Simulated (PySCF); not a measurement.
SiBrI, SMILES I[Si]Br (connectivity only; charge and spin as stated), neutral, multiplicity 1.

The structure is a stationary point at PBE0-D3(BJ)/def2-TZVP. The def2 effective core potentials stand for the cores of I; spin–orbit coupling is left out.

Method: TDDFT-B3LYP/def2-SVPD run with PySCF.

Vertical excitations. Gas-phase values at a fixed geometry. State labels are in the subgroup Cs.

Task: Estimate the UV-visible absorptions. (An estimate is asked for; the answer gives what the named calculation found.)

Result: 
```csv
state,symmetry,energy (eV),λ (nm),f,main pairs
S1,A",2.95,421,0.005,HOMO→LUMO 98 %
S2,A",3.24,382,0.001,HOMO−1→LUMO 98 %
S3,A',3.97,312,0.039,HOMO−2→LUMO 92 %
S4,A",4.82,257,0.004,HOMO−4→LUMO 99 %
S5,A',5.03,247,0.022,"HOMO−3→LUMO 50 %, HOMO→LUMO+1 40 %"
S6,A',5.33,233,0.048,"HOMO→LUMO+1 36 %, HOMO−3→LUMO 31 %, HOMO−1→LUMO+1 24 %"
S7,A',5.49,226,0.048,"HOMO−1→LUMO+1 41 %, HOMO→LUMO+2 31 %, HOMO−3→LUMO 11 %, HOMO→LUMO+1 10 %"
S8,A",5.65,219,0.001,HOMO−5→LUMO 97 %
S9,A",5.71,217,0.002,HOMO−2→LUMO+1 98 %
S10,A',5.95,208,0.101,"HOMO−1→LUMO+2 67 %, HOMO→LUMO+2 21 %"
T1,A",2.01,618,0,HOMO→LUMO 93 %
T2,A",3.07,404,0,HOMO−1→LUMO 95 %
T3,A',3.25,381,0,HOMO−2→LUMO 99 %
T4,A',4.28,290,0,HOMO−3→LUMO 94 %
```
Triplets are in the Tamm–Dancoff approximation, which puts them higher than full response would, so one can lie above its singlet here.
